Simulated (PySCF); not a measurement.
## NMR parameters from quadrupole coupling constants

C₅H₁₁NSSi₂.
Cartesian coordinates in Å at the GFN2-xTB level; atoms count from 1:
```xyz
20
C5H11NSSi2 angstrom
C     -1.6060    2.7817    0.5578
C     -1.3236    1.8512   -0.1514
Si    -0.7992    0.3978   -1.1739
C     -1.9271   -1.1053   -0.8118
C     -1.3606   -1.8643    0.3861
N      0.0797   -2.0188    0.2663
Si     1.0382   -0.7447   -0.3698
S      2.2327    0.2171    1.1616
C      2.9535    1.5368    0.1415
H     -1.8677    3.5983    1.1682
H     -0.8803    0.7998   -2.5855
H     -1.9203   -1.7634   -1.6820
H     -2.9643   -0.8412   -0.6134
H     -1.8070   -2.8639    0.4435
H     -1.6261   -1.3312    1.3113
H      0.4555   -2.6605    0.9457
H      2.0215   -1.3588   -1.2721
H      3.6329    2.0944    0.7772
H      3.4998    1.0988   -0.6884
H      2.1633    2.1869   -0.2236
```

Computed at PBE0/pcSseg-1 (PySCF, non-relativistic):

| atom | environment | nucleus | spin I | Q (b) | CQ = χzz (MHz) | η |
| --- | --- | --- | --- | --- | --- | --- |
| N6 | silicon-bound nitrogen | 14N | 1 | 0.02044 | -4.885 | 0.336 |
| S8 | sulfur bonded to C and Si | 33S | 3/2 | -0.0678 | 37.496 | 0.823 |

Question: Which field gradients stand behind these couplings (CQ in MHz = 234.96 × Q in b × Vzz in au)?

Answer: Vxx = −Vzz(1 − η)/2 and Vyy = −Vzz(1 + η)/2, in au:

| atom | Vxx (au) | Vyy (au) | Vzz (au) | Vzz (10²¹ V/m²) |
| --- | --- | --- | --- | --- |
| N6 | 0.338 | 0.680 | -1.017 | -9.88 |
| S8 | 0.208 | 2.146 | -2.354 | -22.87 |

Question: At 11.75 T, set νQ = 3|CQ|/[2I(2I − 1)] beside the Larmor frequency (|g| × 7.62259 MHz/T × B; g(14N) = 0.40376, g(33S) = 0.42921), and give PQ = |CQ|√(1 + η²/3).

Answer: 
```
atom  PQ (MHz)  νQ (MHz)  ν0 (MHz)  νQ/ν0
  N6     4.976     7.327     36.16  0.203
  S8     41.52     18.75     38.44  0.488
```

For N6: PQ = 4.885 × 1.0187, νQ = 4.885 × 1.5000, ν0 = 3.0777 MHz/T × 11.75 T.

For S8 νQ isn't small against ν0, so the high-field expansions of solid-state NMR fail there at this field.

The couplings are those of the rigid, isolated species; surroundings and motion change them. GFN2-xTB bond lengths can be off by several hundredths of an ångström, more for odd bonds, and the gradients follow them. With so small a basis the couplings can be 20 % off.

One conformer stands for the species.
